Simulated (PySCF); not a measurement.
Vertical excitations of a molecule C3H9ClSi from TDDFT-PBE/def2-SVPD in PySCF, as energy in eV (oscillator strength): 6.36 (0.007), 6.43 (0.002), 6.66 (0.040), 6.69 (0.012), 7.16 (0.028), 7.20 (0.000), 7.27 (0.001), 7.33 (0.006), 7.41 (0.038), 7.43 (0.008). Lowest triplet (TDA): 5.85 eV. Geometry optimised at B3LYP-D3(BJ)/def2-SVP. One conformer was computed; it need not be the lowest.

Question: Which structure fits?
(A) C[C@H](Cl)C[SiH3]
(B) C[C@H]([SiH3])CCl
(C) [SiH3]CCCCl
(D) CC[Si@H](C)Cl

Answer: A, C[C@H](Cl)C[SiH3]
